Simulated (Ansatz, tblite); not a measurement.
Removing and adding an electron: Si7 (the lowest singlet isomer of a short search). The state is a singlet with charge 0. Geometry: r2SCAN-D4/def2-SVP. Ansatz, gas phase; energy differences of separate SCF runs; the oxidised species was run as a doublet alone; the reduced species was run as a doublet alone.

```xyz
7

Si    1.632   -1.354   -0.144
Si   -0.760   -1.972    0.227
Si   -0.539    2.055   -0.051
Si   -0.173   -0.077   -1.248
Si    1.769    1.135   -0.315
Si    0.173    0.077    1.248
Si   -2.102    0.135    0.284
```

The xTB rows come from tblite. HOMO above LUMO, or a gap near zero within one spin, warns that the state may not be the lowest or that an electron is smeared out. The structure comes from a short search, and lower isomers may exist.

| level | −HOMO (eV) | vertical IE (eV) | −LUMO (eV) | vertical EA (eV) | HOMO–LUMO gap (eV) | IE − EA (eV) | remarks |
| --- | --- | --- | --- | --- | --- | --- | --- |
| GFN1-xTB | 9.28 | 10.98 | 8.07 | 6.25 | 1.21 | 4.73 | – |
| GFN2-xTB | 5.28 | 7.65 | 4.73 | 2.39 | 0.55 | 5.25 | – |
| PBE-D4/def2-TZVPD | 5.76 | – | 3.65 | 1.61 | 2.11 | – | HOMO above zero (-1 doublet) |
| PBE0-D4/def2-TZVPD | 6.55 | – | 3.02 | 1.62 | 3.53 | – | – |

Problem. Estimate the rows for PBE-D4/def2-TZVP, r2SCAN-D4/def2-TZVP, r2SCAN-D4/def2-TZVPD, PBE0-D4/def2-TZVP.

Solution. 
| level | −HOMO (eV) | vertical IE (eV) | −LUMO (eV) | vertical EA (eV) | HOMO–LUMO gap (eV) | IE − EA (eV) | remarks |
| --- | --- | --- | --- | --- | --- | --- | --- |
| PBE-D4/def2-TZVP | 5.75 | 7.98 | 3.64 | – | 2.11 | – | gap within one spin near zero (+1 doublet) |
| r2SCAN-D4/def2-TZVP | 5.92 | 8.03 | 3.64 | – | 2.29 | – | – |
| r2SCAN-D4/def2-TZVPD | 5.92 | – | 3.63 | 1.67 | 2.29 | – | HOMO above zero (-1 doublet) |
| PBE0-D4/def2-TZVP | 6.54 | 8.09 | 3.02 | – | 3.53 | – | – |

   A HOMO above zero means that the electron is unbound at that level or that self-interaction error raises the level; the energy of removing that electron tells which. Raw xTB energy differences between charge states are shifted by several eV; the methods need an empirical correction for them.
